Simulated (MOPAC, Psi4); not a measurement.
Torsional profile of SMILES CC[SiH2]SC (C3H10SSi). Scanned: dihedral C1–C2–Si3–S4; all other coordinates were relaxed at GFN2-xTB. Points at φ and −φ are mirror images. Heavy atoms are numbered in the order of the SMILES CC[SiH2]SC, hydrogens after them in the order of the atoms that carry them; the mirror image has the same energies with the sign of each dihedral reversed.

Levels of theory: B3LYP-D3(BJ)/def2-TZVP // GFN2-xTB (Psi4); B3LYP/def2-TZVP // GFN2-xTB (Psi4); AM1, restricted, heats of formation // GFN2-xTB (MOPAC).

Energies in kJ/mol, each method relative to its own lowest point.

```tsv
φ / °	B3LYP-D3(BJ)/def2-TZVP	B3LYP/def2-TZVP	AM1
-160	2.8	1.3	0.4
-140	5.3	3.8	1.3
-120	6.4	5.0	1.8
-100	4.6	3.5	1.7
-80	1.4	0.8	1.3
-60	0.0	0.0	1.6
-40	1.8	2.3	2.8
-20	5.2	5.9	4.8
0	7.0	7.8	6.0
20	5.2	5.9	4.8
40	1.8	2.3	2.8
60	0.0	0.0	1.6
80	1.4	0.8	1.3
100	4.6	3.5	1.7
120	6.4	5.0	1.8
140	5.3	3.8	1.3
160	2.8	1.3	0.4
180	1.6	0.0	0.0
```
